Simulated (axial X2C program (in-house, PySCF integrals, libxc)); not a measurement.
# Nuclear properties of TiBr

Calculated with an axial X2C code built on PySCF integrals: two-component X2C with atomic mean-field Coulomb and Gaunt terms, Gaussian nuclei, basis Br dyall-cv3z, Ti dyall-cv3z with contracted cores.

R = 2.404 Å (near the PBE0 minimum at charge 0 of the determinant lowest at the starting distance; the state shown can have its own minimum elsewhere).

Determinant lowest in the PBE0 search, Ω = 3/2 (⟨Sz⟩ = -1.50, ⟨Lz⟩ = 3.00 at PBE0), spin on the atoms Br 0.02, Ti -1.52:

```json
{"level": "PBE0", "Eeff magnitude (GV/cm)": "0.25", "Ws magnitude Br (kHz)": "0.00989", "Ws magnitude Ti (kHz)": "0.075", "A∥/gI Br (MHz)": "36.1", "qzz Br (a.u.)": "1.15", "A∥/gI Ti (MHz)": "-89.4", "qzz Ti (a.u.)": "-0.43", "μ (D)": "4.03"}
{"level": "HF", "Eeff magnitude (GV/cm)": "0.678", "Ws magnitude Br (kHz)": "0.0511", "Ws magnitude Ti (kHz)": "0.133", "A∥/gI Br (MHz)": "1.37", "qzz Br (a.u.)": "0.38", "A∥/gI Ti (MHz)": "-29.1", "qzz Ti (a.u.)": "-0.69", "μ (D)": "3.35"}
{"level": "TPSSh", "Eeff magnitude (GV/cm)": "0.217", "Ws magnitude Br (kHz)": "0.00883", "Ws magnitude Ti (kHz)": "0.0663", "A∥/gI Br (MHz)": "44.1", "qzz Br (a.u.)": "1.13", "A∥/gI Ti (MHz)": "-55.6", "qzz Ti (a.u.)": "-0.42", "μ (D)": "3.86"}
{"level": "r2SCAN", "Eeff magnitude (GV/cm)": "0.219", "Ws magnitude Br (kHz)": "0.0222", "Ws magnitude Ti (kHz)": "0.0773", "A∥/gI Br (MHz)": "56.2", "qzz Br (a.u.)": "1.01", "A∥/gI Ti (MHz)": "-114", "qzz Ti (a.u.)": "-0.48", "μ (D)": "3.62"}
{"level": "BHandHLYP", "Eeff magnitude (GV/cm)": "0.568", "Ws magnitude Br (kHz)": "0.0469", "Ws magnitude Ti (kHz)": "0.107", "A∥/gI Br (MHz)": "11.5", "qzz Br (a.u.)": "0.89", "A∥/gI Ti (MHz)": "-121", "qzz Ti (a.u.)": "-0.50", "μ (D)": "4.08"}
```

Determinant 0.06 eV from it at PBE0 and this distance, Ω = 9/2 (⟨Sz⟩ = 1.50, ⟨Lz⟩ = 3.00 at PBE0), spin on the atoms Br -0.02, Ti 1.52:

| level | Eeff magnitude (GV/cm) | Ws magnitude Br (kHz) | Ws magnitude Ti (kHz) | A∥/gI Br (MHz) | qzz Br (a.u.) | A∥/gI Ti (MHz) | qzz Ti (a.u.) | μ (D) |
| --- | --- | --- | --- | --- | --- | --- | --- | --- |
| PBE0 | 0.251 | 0.00221 | 0.0242 | 18.4 | 1.17 | 256 | -0.43 | 4.06 |
| HF | 0.677 | 0.0175 | 0.0437 | 15.6 | 0.39 | 236 | -0.68 | 3.36 |
| TPSSh | 0.223 | 0.00123 | 0.0212 | 22 | 1.17 | 242 | -0.42 | 3.90 |
| r2SCAN | 0.227 | 0.00553 | 0.0249 | 22.6 | 1.05 | 260 | -0.48 | 3.68 |
| BHandHLYP | 0.566 | 0.0164 | 0.035 | 18.9 | 0.90 | 272 | -0.49 | 4.11 |

Eeff is the effective electric field on the electron electric dipole moment in this Ω state and Ws the scalar–pseudoscalar constant of the nucleus named (defined with the proton number Z and per Ω); A∥ (defined per Ω) follows by multiplying with gI = μI/(I μN); qzz is the electric field gradient, eQq0 = 234.96 MHz × Q/barn × qzz; μ is positive if the Ti end (last atom) is positive. The operators were transformed with the bare-nucleus X2C matrices; with these basis sets, hyperfine constants and field gradients can be off by tens of per cent, and where levels differ in sign neither size nor sign is settled.

Problem. With Q(47Ti) = 0.302 barn (Q from Pyykkö, Mol. Phys. 2018), turn the PBE0 values of the first state into constants in MHz.

Solution. eQq0(47Ti) = 234.96 × (0.302) × (-0.43) = -30.5 MHz.

Each state is one determinant with collinear spin, which with several unpaired electrons need not be a pure state. Unrestricted Hartree–Fock can overshoot spin polarisation at the nuclei. With several open shells hyperfine constants can be off by a factor of several. Where Eeff spreads by more than a factor of two the levels disagree and none is to be relied on. At TPSSh, r2SCAN a later determinant lies lower. States lie within half an eV, so the first need not be the ground state. The sign of Ws at Br differs between levels in the first state. The sign of Ws at Br differs between levels in the second state. Further determinants of the search, some of them spin-mixed, are not shown. Where a field gradient or hyperfine factor spreads by more than a factor of two over the levels, a constant derived from it is not to be relied on. PBE0 term energies can be off by some tenths of an eV.
